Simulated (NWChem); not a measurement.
System: I cation, triplet

All runs: NWChem. Pople sets run with spherical d functions. Spin-unrestricted. The open p shell is one determinant without spherical averaging. No stability test was run on the SCF state. Total energies compare along this basis series because the functional is fixed.

```csv
level,basis functions,energy (Ha),highest occupied level (eV),"lowest empty minus highest occupied level, either spin (eV)",<S²>
"UHF/STO-3G, non-relativistic",27,-6850.4044,___,___,2.00
"UHF/3-21G, non-relativistic",31,-6886.9590,-17.83,8.92,2.00
"UHF/6-311G**, non-relativistic",62,-6916.4594,-18.20,9.26,2.01
```

What belongs in the gaps?


- UHF/STO-3G, non-relativistic, highest occupied level (eV): -16.73
- UHF/STO-3G, non-relativistic, lowest empty minus highest occupied level, either spin (eV): 9.33
